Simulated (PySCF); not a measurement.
MoO2Br, SMILES [O]=[Mo](=[O])[Br] (connectivity only; charge and spin as stated), neutral, multiplicity 2.

Geometry optimised at B3LYP-D3(BJ)/def2-SVP. A frequency run showed that this geometry is not a minimum. The multiplicity is an assumed one; other spin states were not compared. The def2 effective core potentials stand for the cores of Mo; spin–orbit coupling is left out.

All values below come from PySCF 2.14.0 with TDA-PBE/def2-SVPD.

Vertical excitations. 

```json
[
 {"state": "root 1", "energy (eV)": "1.14", "λ (nm)": "1088", "f": "0.001", "main pairs": "α HOMO→LUMO 100 %"},
 {"state": "root 2", "energy (eV)": "2.36", "λ (nm)": "525", "f": "0.000", "main pairs": "α HOMO→LUMO+1 99 %"},
 {"state": "root 3", "energy (eV)": "2.91", "λ (nm)": "427", "f": "0.000", "main pairs": "α HOMO−1→LUMO 93 %, β HOMO→LUMO+1 6 %"},
 {"state": "root 4", "energy (eV)": "3.04", "λ (nm)": "408", "f": "0.000", "main pairs": "α HOMO−2→LUMO 92 %, β HOMO−1→LUMO+1 7 %"},
 {"state": "root 5", "energy (eV)": "3.11", "λ (nm)": "399", "f": "0.001", "main pairs": "β HOMO→LUMO 99 %"},
 {"state": "root 6", "energy (eV)": "3.21", "λ (nm)": "386", "f": "0.002", "main pairs": "α HOMO−3→LUMO 59 %, β HOMO−2→LUMO+1 40 %"},
 {"state": "root 7", "energy (eV)": "3.25", "λ (nm)": "382", "f": "0.001", "main pairs": "β HOMO−1→LUMO 100 %"},
 {"state": "root 8", "energy (eV)": "3.30", "λ (nm)": "376", "f": "0.000", "main pairs": "α HOMO−1→LUMO 6 %, β HOMO→LUMO+1 93 %"},
 {"state": "root 9", "energy (eV)": "3.43", "λ (nm)": "361", "f": "0.000", "main pairs": "α HOMO−2→LUMO 7 %, β HOMO−1→LUMO+1 93 %"},
 {"state": "root 10", "energy (eV)": "3.47", "λ (nm)": "357", "f": "0.001", "main pairs": "α HOMO−4→LUMO 39 %, β HOMO−2→LUMO 51 %, β HOMO−3→LUMO+1 10 %"}
]
```
Unrestricted roots are not spin-pure.
